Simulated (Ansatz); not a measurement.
One change: `CCO` becomes `CCOBCl`.

Ansatz, PBE0-D4/def2-TZVP geometries, multiplicity 1. Each molecule was computed in one conformer, which needn't be the lowest.

```
                                                                                  property  `CCO`
                                                         HOMO energy (PBE/def2-TZVPP) / eV  -6.15
                                                   HOMO–LUMO gap (ωB97M-V/def2-TZVPP) / eV  12.78
                                            zero-point energy (PBE0-D4/def2-TZVP) / kJ/mol  210.5
                                            size of the dipole moment (PBE/def2-TZVPP) / D   1.56
                                                        HOMO energy (PBE0/def2-TZVPP) / eV  -7.83
ideal-gas entropy at 298 K and 1 bar (rigid rotor, harmonic PBE0-D4/def2-TZVP) / J/(mol·K)    269
```

(1) What does the change do to each property? (An estimate is asked.)

Answers

(1) Ansatz gave: 
| property | `CCOBCl` | shift |
| --- | --- | --- |
| HOMO energy (PBE/def2-TZVPP) / eV | -7.29 | -1.14 |
| HOMO–LUMO gap (ωB97M-V/def2-TZVPP) / eV | 12.70 | -0.08 |
| zero-point energy (PBE0-D4/def2-TZVP) / kJ/mol | 224.3 | 13.8 |
| size of the dipole moment (PBE/def2-TZVPP) / D | 2.76 | 1.20 |
| HOMO energy (PBE0/def2-TZVPP) / eV | -8.72 | -0.89 |
| ideal-gas entropy at 298 K and 1 bar (rigid rotor, harmonic PBE0-D4/def2-TZVP) / J/(mol·K) | 335 | 66 |

With PBE0 the HOMO falls by 0.89 eV and the LUMO falls by 1.32 eV, so the gap narrows by about 0.43 eV. PBE moves the HOMO by -1.14 eV and ωB97M-V by -0.74 eV. The zero-point energy changes by 13.8 kJ/mol with +6 modes. Dipoles are sizes alone; their direction can turn.
